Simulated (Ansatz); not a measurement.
A structure relaxed at PBE-D4/def2-SVP in Ansatz, charge 0, singlet:

Cartesian coordinates in Å:
```
F 2.806 5.639 -4.798
C 3.870 5.638 -3.961
F 3.446 6.129 -2.774
F 4.798 6.459 -4.455
O 4.438 4.409 -3.842
C 3.729 3.327 -3.321
C 4.475 2.145 -3.196
C 3.877 0.992 -2.679
C 2.527 1.018 -2.289
O 1.981 -0.165 -1.846
C 0.960 -0.154 -0.918
C -0.111 -1.039 -1.124
C -1.144 -1.121 -0.182
C -1.100 -0.315 0.970
O -2.133 -0.299 1.888
C -2.622 -1.470 2.408
C -1.859 -2.650 2.507
C -2.425 -3.787 3.094
C -3.743 -3.761 3.582
C -4.338 -4.973 4.250
F -3.719 -6.117 3.868
F -4.238 -4.902 5.604
F -5.658 -5.105 3.965
C -4.495 -2.575 3.487
C -3.940 -1.433 2.903
C -0.029 0.569 1.177
C 1.003 0.653 0.233
C 1.780 2.201 -2.426
C 2.378 3.361 -2.940
H 5.530 2.148 -3.505
H 4.444 0.057 -2.571
H -0.124 -1.653 -2.036
H -1.991 -1.803 -0.343
H -0.827 -2.674 2.130
H -1.836 -4.713 3.170
H -5.529 -2.552 3.861
H -4.513 -0.499 2.810
H -0.016 1.184 2.088
H 1.849 1.337 0.394
H 0.719 2.220 -2.137
H 1.777 4.272 -3.044
```

(1) Give its formula, name or SMILES.

(2) Summarise the bond lengths by kind (pairs closer than 1.2 times the sum of covalent radii, bridged metal pairs left out).

## Answers

(1) `FC(F)(F)Oc1ccc(Oc2ccc(Oc3ccc(C(F)(F)F)cc3)cc2)cc1`.

(2) 19 × C–C 1.40 to 1.51 Å; 6 × C–O 1.36 to 1.40 Å; 6 × C–F 1.33 to 1.36 Å; 12 × C–H 1.10 Å.

Single mean-field runs in def2-SVP are fitted with def2-universal-jkfit.
